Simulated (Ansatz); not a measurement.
## Molecular dynamics of C₃H₈B₂

input.yaml

```yaml
crystal:
  periodic: [false, false, false]
  atoms:
    - { symbol: C, position_ang: [-1.58122, 1.047704, -0.026131] }
    - { symbol: B, position_ang: [-0.297801, 0.609432, 0.760239] }
    - { symbol: B, position_ang: [0.467724, -0.083984, 1.854412] }
    - { symbol: C, position_ang: [0.877379, -0.2622, 0.274858] }
    - { symbol: C, position_ang: [0.814246, -0.904124, -1.129637] }
    - { symbol: H, position_ang: [-2.333264, 0.233435, -0.026082] }
    - { symbol: H, position_ang: [-1.386853, 1.31782, -1.080877] }
    - { symbol: H, position_ang: [-2.062456, 1.914585, 0.46568] }
    - { symbol: H, position_ang: [1.161692, -0.380722, 2.751927] }
    - { symbol: H, position_ang: [1.938537, -0.331001, 0.622728] }
    - { symbol: H, position_ang: [1.209863, -1.940807, -1.097003] }
    - { symbol: H, position_ang: [-0.223378, -0.92767, -1.510096] }
    - { symbol: H, position_ang: [1.436031, -0.327068, -1.845218] }
basis:
  gaussian: { orbitals: STO-3G }
hamiltonian:
  xc: pbe
  dispersion: d4
md:
  timestep: 0.5
  n_steps: 159
  ensemble: nvt_langevin
  temperature: 500.0
  initial_velocities: maxwell_boltzmann
  seed: 119794
  friction: 0.01
  temperature_schedule:
    - { n_steps: 39, end_temperature: 500.0 }
    - { n_steps: 119, end_temperature: 10.0 }
scf:
  lower_state_search: "off"
```

Run as:

```bash
$ ansatz run input.yaml --threads 1 --pin off --max-ram 2048MiB --backend cpu --events-out ev --progress --plain --runs-dir out
```

It starts from a relaxed structure.

Output, in part (step lines, the closing report, with atoms numbered from 0):

```
md step     0: t =     0.00 fs  T =   461.5 K (target 500.0 K)  F+E_penalty+E_count = -4529.68276349 eV  E_kin = 0.775560 eV  (13 SCF iters)
[... lines left out ...]
Total energy: -4529.51935749 eV, -166.4567661693 hartree
Atom 0 at    -1.669138     0.802886    -0.487693 Å, force    -1.070919    -1.350678    -0.742556 eV/Å
Atom 1 at    -0.450324     0.542942     0.421863 Å, force    -0.715610     0.772125    -0.374510 eV/Å
Atom 2 at     0.229281     0.467639     1.722825 Å, force     0.297480    -0.273246     0.435217 eV/Å
Atom 3 at     0.682366    -0.410265     0.350727 Å, force     0.657446     0.255176    -0.009764 eV/Å
Atom 4 at     0.910132    -1.401947    -0.786312 Å, force    -1.173320    -0.727199    -1.062616 eV/Å
Atom 5 at    -2.609531     0.416566    -0.007207 Å, force     0.491636     0.328726    -0.168911 eV/Å
Atom 6 at    -1.608084     0.283401    -1.472865 Å, force     0.060914     0.102881     0.229568 eV/Å
Atom 7 at    -1.842323     1.852905    -0.719398 Å, force     0.015487     0.757468     0.113906 eV/Å
Atom 8 at     0.802812     0.456457     2.724032 Å, force     0.376087     0.024519     0.526056 eV/Å
Atom 9 at     1.606734    -0.444456     0.980329 Å, force     0.223163    -0.034710     0.308107 eV/Å
Atom 10 at     1.036424    -2.430823    -0.356537 Å, force    -0.096011     0.314222    -0.366429 eV/Å
Atom 11 at     0.008140    -1.364396    -1.475591 Å, force     0.773504    -0.366785     0.692867 eV/Å
Atom 12 at     1.786108    -1.188015    -1.437620 Å, force     0.160145     0.197500     0.419065 eV/Å
Dipole moment:     0.284391    -0.263245    -0.090243 e Å
```

The steps, from the saved trajectory:

| time (fs) | T (K) | potential energy less start (eV) |
| --- | --- | --- |
| 0.0 | 462 | 0.000 |
| 2.5 | 305 | 0.240 |
| 5.0 | 366 | 0.193 |
| 7.5 | 239 | 0.404 |
| 10.0 | 374 | 0.221 |
| 12.5 | 315 | 0.333 |
| 15.0 | 320 | 0.210 |
| 17.5 | 286 | 0.293 |
| 20.0 | 333 | 0.257 |
| 22.5 | 247 | 0.395 |
| 25.0 | 319 | 0.346 |
| 27.5 | 315 | 0.348 |
| 30.0 | 338 | 0.276 |
| 32.5 | 323 | 0.306 |
| 35.0 | 258 | 0.369 |
| 37.5 | 299 | 0.337 |
| 40.0 | 282 | 0.339 |
| 42.5 | 284 | 0.361 |
| 45.0 | 278 | 0.356 |
| 47.5 | 313 | 0.304 |
| 50.0 | 298 | 0.290 |
| 52.5 | 264 | 0.350 |
| 55.0 | 250 | 0.387 |
| 57.5 | 250 | 0.353 |
| 60.0 | 285 | 0.265 |
| 62.5 | 272 | 0.277 |
| 65.0 | 259 | 0.299 |
| 67.5 | 236 | 0.311 |
| 70.0 | 281 | 0.262 |
| 72.5 | 246 | 0.292 |
| 75.0 | 218 | 0.340 |
| 77.5 | 241 | 0.265 |

All steps were run. The schedule's set-point averaged 169 K over the second half and the system 268 K, so it lags behind the ramp. A run of 0.08 ps of so small a system gives no equilibrium averages. Limits of this set-up: minimal basis.

The same pairs are bonded in the first frame and the last. Pairs count as bonded within 1.25 times the sum of covalent radii (0.12 Å more for H–H).

Last frame:

```xyz
13
Properties=species:S:1:pos:R:3
C -1.669 0.803 -0.488
B -0.450 0.543 0.422
B 0.229 0.468 1.723
C 0.682 -0.410 0.351
C 0.910 -1.402 -0.786
H -2.610 0.417 -0.007
H -1.608 0.283 -1.473
H -1.842 1.853 -0.719
H 0.803 0.457 2.724
H 1.607 -0.445 0.980
H 1.036 -2.431 -0.356
H 0.008 -1.364 -1.476
H 1.786 -1.188 -1.438
```

The run took 11 min on 1 CPU thread of a shared host.
